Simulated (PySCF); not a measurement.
Excitation energy of Au⁺ by level of theory

Au⁺ [Xe] 4f14 5d10 (1S) → Au⁺ [Xe] 4f14 5d9 6p1 (high-spin determinant), as a difference of total energies. Calculation: PySCF 2.14, in def2-QZVPPD with the def2 core potential (60 electrons) (7s5p4d4f2g, 88 functions); scalar relativity through the core potential. Correlated levels: valence: 5s2 5p6 frozen; valence and next inner shell: nothing frozen outside the core potential. The calculations carry no spin-orbit coupling.

```json
{"method": "UHF", "excitation energy (eV)": "8.369"}
{"method": "LDA", "excitation energy (eV)": "9.300"}
{"method": "PBE", "excitation energy (eV)": "9.073"}
{"method": "PBE0", "excitation energy (eV)": "9.106"}
{"method": "r2SCAN", "excitation energy (eV)": "8.978"}
{"method": "PW91", "excitation energy (eV)": "9.090"}
{"method": "CAM-B3LYP", "excitation energy (eV)": "9.124"}
{"method": "BHandHLYP", "excitation energy (eV)": "9.066"}
{"method": "BLYP", "excitation energy (eV)": "9.012"}
{"method": "MP2 (valence)", "excitation energy (eV)": "9.571"}
{"method": "SCS-MP2 (valence)", "excitation energy (eV)": "9.564"}
{"method": "MP2 (valence and next inner shell)", "excitation energy (eV)": "9.441"}
{"method": "SCS-MP2 (valence and next inner shell)", "excitation energy (eV)": "9.393"}
```

**Question.** How much does correlation contribute at MP2 (valence and next inner shell)?

**Answer.** 9.441 − (8.369) = 1.072 eV, measured against UHF.

The determinant of the upper state mixes LS terms, which raises its energy above the lowest term, most at the Hartree-Fock and MP2 levels.
